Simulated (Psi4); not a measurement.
ClF, charge +1, doublet, geometry from GFN2-xTB (a state made from the parent by changing its charge; the spin is typed, not shown lowest); MP2/cc-pVQZ in Psi4 1.11.

Input for Psi4:
```
memory 2 GB

molecule {
1 2
F    -0.00000000   -0.00000000   -1.04610145
Cl    0.00000000    0.00000000    0.55381842
}

set {
  basis cc-pvqz
  reference uhf
  freeze_core true
}

energy('mp2')
print_variables()
```

The log (banner, timings and long lists left out):

```
    SCF Algorithm Type (re)set to DF.

   => Loading Basis Set <=

    Name: CC-PVQZ
    Role: ORBITAL
    Keyword: BASIS

         ---------------------------------------------------------
                                   SCF
               by Justin Turney, Rob Parrish, Andy Simmonett
                          and Daniel G. A. Smith
                              UHF Reference
         ---------------------------------------------------------

  ==> Geometry <==

    Molecular point group: c2v
    Full point group: C_inf_v

    Geometry (in Angstrom), charge = 1, multiplicity = 2:

       Center              X                  Y                   Z               Mass
    ------------   -----------------  -----------------  -----------------  -----------------
         F            0.000000000000     0.000000000000    -1.036690885266    18.998403162730
         CL           0.000000000000     0.000000000000     0.563228984734    34.968852682000

  Running in c2v symmetry.

  Rotational constants: A = ************  B =      0.53497  C =      0.53497 [cm^-1]
  Rotational constants: A = ************  B =  16038.08783  C =  16038.08783 [MHz]
  Nuclear repulsion =   50.605105137240400

  Charge       = 1
  Multiplicity = 2
  Electrons    = 25
  Nalpha       = 13
  Nbeta        = 12

  ==> Algorithm <==

  SCF Algorithm Type is DF.
  DIIS enabled.
  MOM disabled.
  Fractional occupation disabled.
  Guess Type is SAD.
  Energy threshold   = 1.00e-08
  Density threshold  = 1.00e-08
  Integral threshold = 1.00e-12

  ==> Primary Basis <==

  Basis Set: CC-PVQZ
    Blend: CC-PVQZ
    Number of shells: 32
    Number of basis functions: 114
    Number of Cartesian functions: 144
    Spherical Harmonics?: true
    Max angular momentum: 4

   => Loading Basis Set <=

    Name: (CC-PVQZ AUX)
    Role: JKFIT
    Keyword: DF_BASIS_SCF

  ==> Integral Setup <==

  SCF_SUBTYPE=INCORE selected. In-core MEM_DF algorithm will be used.
  Using in-core AOs.

  ==> MemDFJK: Density-Fitted J/K Matrices <==

    J tasked:                   Yes
    K tasked:                   Yes
    wK tasked:                   No
    Algorithm:                 Core
    Schwarz Cutoff:           1E-12
    Mask sparsity (%):       0.0000
    Fitting Condition:        1E-10

   => Auxiliary Basis Set <=

  Basis Set: (CC-PVQZ AUX)
    Blend: CC-PVQZ-JKFIT
    Number of shells: 68
    Number of basis functions: 254
    Number of Cartesian functions: 333
    Spherical Harmonics?: true
    Max angular momentum: 5

  Minimum eigenvalue in the overlap matrix is 6.4436045863E-04.
  Reciprocal condition number of the overlap matrix is 1.4924906290E-04.
    Using symmetric orthogonalization.

  ==> Pre-Iterations <==

  SCF Guess: Superposition of Atomic Densities via on-the-fly atomic UHF (no occupation information).

   -------------------------
    Irrep   Nso     Nmo
   -------------------------
     A1        46      46
     A2        14      14
     B1        27      27
     B2        27      27
   -------------------------
    Total     114     114
   -------------------------

  ==> Iterations <==

                           Total Energy        Delta E     RMS |[F,P]|

   @DF-UHF iter SAD:  -558.61121710829366   -5.58611e+02   0.00000e+00
   @DF-UHF iter   1:  -558.38632674278551    2.24890e-01   6.60037e-03 DIIS/ADIIS
   @DF-UHF iter   2:  -558.46542293235120   -7.90962e-02   2.58100e-03 DIIS/ADIIS
   @DF-UHF iter   3:  -558.47383146402967   -8.40853e-03   1.06143e-03 DIIS/ADIIS
   @DF-UHF iter   4:  -558.47588474738529   -2.05328e-03   4.33850e-04 DIIS/ADIIS
   @DF-UHF iter   5:  -558.47685580085533   -9.71053e-04   2.37136e-04 DIIS/ADIIS
   @DF-UHF iter   6:  -558.47742402831079   -5.68227e-04   1.38775e-04 DIIS/ADIIS
   @DF-UHF iter   7:  -558.47768756107052   -2.63533e-04   4.17709e-05 DIIS
   @DF-UHF iter   8:  -558.47770325051135   -1.56894e-05   1.72492e-05 DIIS
   @DF-UHF iter   9:  -558.47770566172619   -2.41121e-06   1.39279e-05 DIIS
   @DF-UHF iter  10:  -558.47770881189842   -3.15017e-06   1.05371e-05 DIIS
   @DF-UHF iter  11:  -558.47771259287379   -3.78098e-06   3.98007e-06 DIIS
   @DF-UHF iter  12:  -558.47771304401545   -4.51142e-07   1.10589e-06 DIIS
   @DF-UHF iter  13:  -558.47771305646529   -1.24498e-08   3.16115e-07 DIIS
   @DF-UHF iter  14:  -558.47771305700871   -5.43423e-10   1.27103e-07 DIIS
   @DF-UHF iter  15:  -558.47771305709955   -9.08358e-11   4.13249e-08 DIIS
   @DF-UHF iter  16:  -558.47771305710944   -9.89075e-12   8.80071e-09 DIIS
  Energy and wave function converged.

  ==> Post-Iterations <==

   @Spin Contamination Metric:   1.391384423E-02
   @S^2 Expected:                7.500000000E-01
   @S^2 Observed:                7.639138442E-01
   @S   Expected:                5.000000000E-01
   @S   Observed:                5.000000000E-01

    Orbital Energies [Eh]
    ---------------------

    Alpha Occupied:

[...]
       3B2    -0.872921

    Alpha Virtual:

[...]
    Beta Occupied:

[...]
    Beta Virtual:

[...]
    Final Occupation by Irrep:
             A1    A2    B1    B2
    DOCC [     7,    0,    2,    3 ]
    SOCC [     0,    0,    1,    0 ]
    NA   [     7,    0,    3,    3 ]
    NB   [     7,    0,    2,    3 ]

  @DF-UHF Final Energy:  -558.47771305710944

   => Energetics <=

    Nuclear Repulsion Energy =             50.6051051372404004
    One-Electron Energy =                -864.4414485487977799
    Two-Electron Energy =                 255.3586303544479961
    Total Energy =                       -558.4777130571094403

  UHF NO Occupations:
  HONO-2 :    2 B1 1.9991871
  HONO-1 :    7 A1 1.9948649
  HONO-0 :    3 B1 1.0000000
  LUNO+0 :    8 A1 0.0051351
  LUNO+1 :    4 B1 0.0008129
  LUNO+2 :    9 A1 0.0006712
  LUNO+3 :    4 B2 0.0003248

Computation Completed

Properties will be evaluated at   0.000000,   0.000000,   0.000000 [a0]

Properties computed using the SCF density matrix

 Multipole Moments:

 ------------------------------------------------------------------------------------
     Multipole            Electronic (a.u.)      Nuclear  (a.u.)        Total (a.u.)
 ------------------------------------------------------------------------------------

 L = 1.  Multiply by 2.5417464519 to convert [e a0] to [Debye]
 Dipole X            :          0.0000000            0.0000000            0.0000000
 Dipole Y            :          0.0000000            0.0000000            0.0000000
 Dipole Z            :          0.5161282            0.4623683            0.9784965
 Magnitude           :                                                    0.9784965

 ------------------------------------------------------------------------------------

  //>>>>>>>>>>>>>>>>>>>>>>>>>>>>>>>>>>>//
  //               DFMP2               //
  //<<<<<<<<<<<<<<<<<<<<<<<<<<<<<<<<<<<//

   => Loading Basis Set <=

    Name: (CC-PVQZ AUX)
    Role: RIFIT
    Keyword: DF_BASIS_MP2

	 --------------------------------------------------------
	                          DF-MP2
	      2nd-Order Density-Fitted Moller-Plesset Theory

	        Rob Parrish, Justin Turney, Andy Simmonett,
	           Ed Hohenstein, and C. David Sherrill
	 --------------------------------------------------------

	 --------------------------------------------------------
	                 NBF =   114, NAUX =   290
	 --------------------------------------------------------
	   CLASS    FOCC     OCC    AOCC    AVIR     VIR    FVIR
	   ALPHA       6      13       7     101     101       0
	    BETA       6      12       6     102     102       0
	 --------------------------------------------------------

	-----------------------------------------------------------
	 ==================> DF-MP2 Energies <====================
	-----------------------------------------------------------
	 Reference Energy          =    -558.4777130571094403 [Eh]
	 Singles Energy            =      -0.0000000000000000 [Eh]
	 Same-Spin Energy          =      -0.1106671343028287 [Eh]
	 Opposite-Spin Energy      =      -0.3446085548187121 [Eh]
	 Correlation Energy        =      -0.4552756891215408 [Eh]
	 Total Energy              =    -558.9329887462309898 [Eh]
	-----------------------------------------------------------
	 ================> DF-SCS-MP2 Energies <==================
	-----------------------------------------------------------
	 SCS Same-Spin Scale       =       0.3333333333333333 [-]
	 SCS Opposite-Spin Scale   =       1.2000000000000000 [-]
	 SCS Same-Spin Energy      =      -0.0368890447676096 [Eh]
	 SCS Opposite-Spin Energy  =      -0.4135302657824545 [Eh]
	 SCS Correlation Energy    =      -0.4504193105500641 [Eh]
	 SCS Total Energy          =    -558.9281323676594866 [Eh]
	-----------------------------------------------------------

  Variable Map:
  ----------------------------------------------------------------------------
[...]
  Array Variable Map:
  ----------------------------------------------------------------------------
[...]
[...]
```
